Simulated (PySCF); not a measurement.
Species: `C[Si](O)(O)O`. The columns A, B, C and D hold Mulliken, IAO, Hirshfeld and ESP-fitted charges (e) of one PBE0/pcSseg-2 density (PySCF), in a shuffled order. Coordinates in Å (PBE0-D3(BJ)/def2-TZVP); the density's dipole moment is (1.02, -0.59, 0.85) D.

```json
{"atom": "C1", "x": "0.439", "y": "-0.489", "z": "-1.328", "A": "-0.282", "B": "-0.230", "C": "-0.744", "D": "-0.806"}
{"atom": "Si2", "x": "-0.175", "y": "0.168", "z": "0.285", "A": "+1.100", "B": "+0.524", "C": "+1.234", "D": "+1.632"}
{"atom": "O3", "x": "-1.757", "y": "-0.159", "z": "0.562", "A": "-0.536", "B": "-0.319", "C": "-0.768", "D": "-0.823"}
{"atom": "O4", "x": "0.027", "y": "1.790", "z": "0.205", "A": "-0.523", "B": "-0.317", "C": "-0.752", "D": "-0.816"}
{"atom": "O5", "x": "0.599", "y": "-0.514", "z": "1.570", "A": "-0.542", "B": "-0.324", "C": "-0.817", "D": "-0.826"}
{"atom": "H6", "x": "-0.154", "y": "-0.088", "z": "-2.152", "A": "+0.053", "B": "+0.052", "C": "+0.206", "D": "+0.174"}
{"atom": "H7", "x": "1.480", "y": "-0.203", "z": "-1.497", "A": "+0.040", "B": "+0.048", "C": "+0.173", "D": "+0.165"}
{"atom": "H8", "x": "0.374", "y": "-1.578", "z": "-1.356", "A": "+0.040", "B": "+0.047", "C": "+0.159", "D": "+0.165"}
{"atom": "H9", "x": "-1.936", "y": "-0.864", "z": "1.186", "A": "+0.223", "B": "+0.172", "C": "+0.448", "D": "+0.381"}
{"atom": "H10", "x": "-0.409", "y": "2.313", "z": "0.880", "A": "+0.217", "B": "+0.173", "C": "+0.423", "D": "+0.376"}
{"atom": "H11", "x": "1.549", "y": "-0.405", "z": "1.627", "A": "+0.209", "B": "+0.172", "C": "+0.438", "D": "+0.377"}
```

Problem. Which column most likely holds the ESP-fitted charges?

Solution. C. Σ q r misses the density's dipole by 0.04 D (C), 0.30 D (D), 0.72 D (B), 0.91 D (A). Charges fitted to the outside potential are the only set here that is tied to the molecule's multipoles.

Problem. And the Hirshfeld charges?

Solution. B. The mean sizes are 0.216 e (B), 0.342 e (A), 0.560 e (C), 0.595 e (D), and Hirshfeld charges are commonly the smallest of these schemes.

As computed, A = Mulliken, B = Hirshfeld, C = ESP-fitted, D = IAO. Hydrogens on carbon: Mulliken +0.04 to +0.05, Hirshfeld +0.05 to +0.05, ESP-fitted +0.16 to +0.21, IAO +0.16 to +0.17 e.

The Mulliken scheme counts on each atom the diagonal of the density matrix times the overlap matrix over that atom's basis functions. The IAO scheme counts the electrons in orthogonalised intrinsic atomic orbitals, a minimal basis polarised so that it spans the occupied orbitals exactly.

The structure is a single PBE0-D3(BJ)/def2-TZVP conformer in the gas phase; no vibrational or solvent corrections.

The values belong to the conformer `[CH3:1][Si:2]([OH:3])([OH:4])[OH:5]`: H–O3–Si2–C1 104°, H–O4–Si2–C1 167°, H–O5–Si2–C1 60°.
